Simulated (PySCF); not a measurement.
Radial density of N⁺ (nitrogen, charge +1)

UHF, [He] 2s2 2p2, high-spin 3P determinant. All numbers are calculated (PySCF 2.14, no relativity, point nucleus, in aug-cc-pVDZ (4s3p2d, 23 functions)).

```csv
r (bohr),4πr²ρ (e/bohr),4πr²(ρα − ρβ)
0.00476,0.05497,0.0001
0.00801,0.1493,0.0002
0.0135,0.3900,0.0005
0.0227,0.9725,0.0012
0.0381,2.217,0.0030
0.0641,4.384,0.0076
0.108,6.799,0.0225
0.181,7.109,0.0893
0.305,4.098,0.3431
0.513,2.120,0.9441
0.863,3.122,1.5462
1.45,2.189,1.0208
2.44,0.3598,0.1640
4.11,0.008282,0.0056
6.91,3.307e-05,0.0000
```
